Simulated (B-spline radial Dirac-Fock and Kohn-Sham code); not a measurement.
Radiative decay of the L3 hole in Rh⁷⁺

System: rhodium as Rh⁷⁺, configuration [Kr] 4d2.

Calculated with an atomic code on a B-spline grid, using independent-particle radiative and Coulomb Auger rates from relativistic LDA hole-state orbitals, with Dirac-Fock energies.

```
line  multipole  energy (eV)  rate (s⁻¹)  share (%)
  Lℓ         E1       2377.4    4.56e+12       3.24
 Lα2         E1       2696.3    1.33e+13       9.45
 Lα1         E1       2701.0    1.18e+14       83.9
 Lβ6         E1       2932.1    9.70e+11      0.688
Lβ15         E1       3025.7    3.78e+11      0.268
 Lβ2         E1       3026.3    3.39e+12       2.40
```

The listed lines hold 100.0 % of the radiative rate. The radiative width is 0.0928 eV in the length form and 0.0944 eV in the velocity form; the two differ because the transition energies are not eigenvalue differences of the potential that gave the orbitals.
